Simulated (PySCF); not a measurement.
**Vibration and rotation of CdPb**

ROHF-MP2 constants of CdPb, ³Σ⁻ (triplet), unpaired electrons π ↑↑ (PySCF, scalar-relativistic core potentials, basis sets Cd def2-SVP with ECP28, Pb def2-SVP with ECP60; masses 113.9034 and 207.9766 u):

| Property | Result |
| --- | --- |
| ωe | 100.1 cm⁻¹ |
| ωexe | 0.636 cm⁻¹ |
| Be | 0.027197 cm⁻¹ |
| αe | 0.000168 cm⁻¹ |
| D (centrifugal) | 8.04e-09 cm⁻¹ |
| De to Cd + Pb | 0.489 eV |

Question: Give the vibrational terms G(v) and spacings up to v = 6.

Answer: G(v) = ωe(v+½) − ωexe(v+½)².

| v | G(v) (cm⁻¹) | G(v) − G(v−1) | Bv (cm⁻¹) |
| --- | --- | --- | --- |
| 0 | 49.9 |  | 0.02711 |
| 1 | 148.7 | 98.8 | 0.02695 |
| 2 | 246.3 | 97.6 | 0.02678 |
| 3 | 342.6 | 96.3 | 0.02661 |
| 4 | 437.6 | 95.0 | 0.02644 |
| 5 | 531.3 | 93.7 | 0.02627 |
| 6 | 623.8 | 92.5 | 0.02610 |

Question: How well does the Morse estimate ωe²/(4ωexe) reproduce De, and what is D0?

Answer: It gives 0.488 eV, 100 % of the computed De. D0 = De − G(0) = 0.489 − 0.006 = 0.483 eV.

Correlated steps freeze 4 core orbitals. Correlated levels converge slowly with the basis: in double zeta they bind strong bonds too weakly, by up to about 1 eV, and carry superposition errors of some tenths. These are scalar-relativistic numbers at best; spin–orbit coupling would shift them, the dissociation energy most. The state was picked by a PBE0 search and need not be the measured ground state.
